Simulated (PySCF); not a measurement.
CaF, SMILES [F][Ca], multiplicity 2.

The structure is a stationary point at PBE0-D3(BJ)/def2-TZVPD. The spin state was assumed, not searched.

These are PySCF with CAM-B3LYP/def2-TZVPD values and carry that method's errors.

The molecule is in vacuum.

Computed frontier levels, dipole moment and polarisability:
| Quantity | Value |
|---|---|
| α spin, highest occupied and lowest empty level | -5.11 and -0.33 eV |
| β spin, highest occupied and lowest empty level | -11.09 and -1.62 eV |
| dipole moment | 3.16 D |
| mean static polarisability | 129.2 bohr³ (19.15 Å³) |
| polarisability, principal values | 97.6, 145.1, 145.1 bohr³ |
| ⟨S²⟩ | 0.750 (pure state 0.75) |
